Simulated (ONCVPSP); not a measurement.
# What one change does to a pseudopotential (Sb, ONCV)

ONCVPSP 4.0.1 input, shortened (lines: element, Z, core and valence counts, functional; n l f; lmax; l rc ep ncon nbas qcut; lloc lpopt rc5 dvloc0; l nproj debl; icmod fcfact rcfact), PBEsol, scalar-relativistic:

```
  Sb 51.00    9    2  -116133      upf
    1    0    2.00
    2    0    2.00
    2    1    6.00
    3    0    2.00
    3    1    6.00
    3    2   10.00
    4    0    2.00
    4    1    6.00
    4    2   10.00
    5    0    2.00
    5    1    3.00
    1
    0    2.05    0.00    4    9    2.70
    1    1.75    0.00    4    7    5.20
    4    5    1.40    0.00
    0    2    2.70
    1    3    2.90
    3    3.00    1.55
```

All-electron outer shells of the reference configuration (PBEsol, scalar-relativistic, ld1.x):

| shell | level (eV) | outermost node (bohr) | outermost maximum (bohr) |
| --- | --- | --- | --- |
| 4p | -101.63 | 0.39 | 0.76 |
| 4d | -33.45 | 0.38 | 0.84 |
| 5s | -12.88 | 0.95 | 1.90 |
| 5p | -4.84 | 1.04 | 2.35 |

Change: s: debl 1.2.

Cutoffs: the cutoffs (Ha) at which the residual kinetic energy of the hardest occupied pseudo-wave falls to 1 and 0.1 mHa per electron; they do not see the model core or the augmentation charge, which bear on the density cutoff. Errors are all-electron minus pseudo energies relative to the spin-unpolarised reference configuration.

What does the change do?

The potential gets neither clearly harder nor softer (36 Ha and 56 Ha → 36 Ha and 56 Ha); the bound ghosts move from p to p, s; the lowest positive-energy flag moves from s at 8.3 eV to none; the errors of the 4 common tests hardly move; the range in which the s phases agree widens (upper end 0.3 → 3.7).

```tsv
quantity	base	changed
cutoff, loose	36 Ha	36 Ha
cutoff, tight	56 Ha	56 Ha
bound ghosts	p	s, p
GHOST(+) flags under 300 eV	s at 8.3 eV	none
error for 5s2 5p2, meV [ΔE 8.34 eV]	-20	-20
error for 5s2 5p1, meV [ΔE 24.36 eV]	-137	-138
error for 5s2 5p0, meV [ΔE 48.80 eV]	-465	-471
error for 5s2 5p2.5, meV [ΔE 3.27 eV]	-3.9	-3.9
s: phases at 2.08 bohr within 0.05 rad from the reference energy up to (Ha; the scan ends near 5)	0.3	3.7
p: phases at 1.78 bohr within 0.05 rad from the reference energy up to (Ha; the scan ends near 5)	to the end of the scan	to the end of the scan
rms error of d²Exc/dni dnj with the model core, mHa	1.45	1.44
```

 A true bound ghost makes a file unfit for plane-wave use even where its test errors are small: the radial tests pick states by their node count and pass the ghost by.
